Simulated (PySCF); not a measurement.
# Computed properties of MgHI, SMILES [I][MgH]

MgHI, SMILES [MgH][I]. Geometry: B3LYP-D3(BJ)/def2-TZVP. The def2 effective core potentials stand for the cores of I; spin–orbit coupling is left out. The values are those of a single conformer. All values are computed for the isolated molecule unless a solvent is named; none is compared with measurement here.

**Structure.** The optimised structure has C∞v symmetry. All 4 harmonic modes at B3LYP-D3(BJ)/def2-TZVP (PySCF) are real, so it is a minimum.

**Vibrations.** The strongest infrared lines (harmonic, unscaled, degenerate partners summed) lie at 306 cm⁻¹ (409 km/mol, H 89 %, Mg 10 %), 1669 cm⁻¹ (214 km/mol, H 96 %), 324 cm⁻¹ (32 km/mol, Mg 80 %, I 17 %). The softest mode is at 306 cm⁻¹ and the zero-point energy is 3.7 kcal/mol.

**Electronic structure.** PBE0/def2-TZVPD (PySCF) places the frontier levels at -7.54 and -1.14 eV, a gap of 6.40 eV, and gives a dipole moment of 1.33 D and a mean polarisability of 66.5 bohr³.

**Excitations.** TDA-ωB97X/def2-TZVPD (PySCF) has S1 at 5.57 eV (223 nm, f = 0.131, bright); the most intense of the 10 singlets computed lies at 7.10 eV (f = 1.15). Strengths of degenerate partners are summed. T1 (TDA) is at 5.38 eV, 0.19 eV under S1. No vertical singlet excitation falls in the visible range (under 3.1 eV).
